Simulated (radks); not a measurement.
The copper ion Cu2+ inside a hard spherical wall (all orbitals vanish at R), configuration held at [Ar] 3d9 and not refilled when levels cross. All-electron calculation, scalar-relativistic Kohn-Sham, PBEsol, spin-polarised, spherical densities, finite nucleus; open shells are filled with parallel spins first; Fermi nuclear charge, rms radius 3.8823 fm. Program: a radial shooting solver on a logarithmic mesh with Libxc functionals. Eigenvalues in eV for spin up, with the zero of energy where the potential of the charges vanishes at infinity; a dash marks a level that is unbound or too diffuse for the functional's potential to be trusted. A positive occupied level is held by the wall or, in an anion where self-interaction has pushed it up, behind a barrier. The pressure on the wall is -dE/dV.

R (bohr)  E (hartree)  kinetic (hartree)    e(2p)    e(3s)    e(3p)    e(3d)  e(4s, empty)  e(4p, empty)  pressure (GPa)
free      -1652.41164           1676.860  -942.28  -140.48  -97.967  -30.101       -22.298       -15.227               0
15        -1652.41164           1676.860  -942.28  -140.48  -97.967  -30.101       -22.298       -15.227        < 0.0001
12        -1652.41164           1676.860  -942.28  -140.48  -97.967  -30.101       -22.298       -15.227        < 0.0001
7         -1652.41164           1676.861  -942.28  -140.48  -97.967  -30.101       -22.292       -15.179        0.000630
3         -1652.29706           1677.580  -938.98  -137.77  -95.322  -27.390       -13.055        -1.101            73.3
2.5       -1652.00835           1679.049  -933.84  -133.89  -91.516  -23.190         0.355        15.419             392
2         -1650.81908           1684.567  -919.76  -124.11  -81.656  -11.704        37.780        57.604            2740
